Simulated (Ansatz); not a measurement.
Calculated with Ansatz (gas phase, PBE0-D4/def2-TZVP geometries, no zero-point term in ΔE). CCSD(T)/CBS is the MP2 limit (def2-TZVPP, def2-QZVPP) plus CCSD(T) − MP2 in def2-TZVPP, frozen cores. This one scheme is used for every species. DFT in def2-TZVPP. B3LYP here is the variant with VWN-RPA as its local correlation; programs differ in this. Each species was taken in one conformer, which may not be the lowest.

Consider the substitution at a C–C bond: `CC1=C(F)C1C` + `[OH][Al]([OH])[SH]` → `C[O][Al]([OH])[SH]` + `CC1=C(F)C1`.

CCSD(T)/CBS gives +73.2 kJ/mol.

(1) Another level gave +70.5 kJ/mol. Which?
A. MP2/def2-TZVPP
B. CCSD(T)/def2-TZVPP
C. HF/def2-TZVPP
D. B3LYP-D4/def2-TZVPP

Largest T1 diagnostic among the species: 0.012.

## Answers

(1) B. CCSD(T)/def2-TZVPP 70.5, B3LYP-D4 63.7, HF/def2-TZVPP 56.5, MP2/def2-TZVPP 77.6 kJ/mol.

In def2-TZVPP, CCSD(T) changes the Hartree–Fock value by +14.0 kJ/mol (the triples alone add +1.5 kJ/mol) and MP2 by +21.1 kJ/mol.
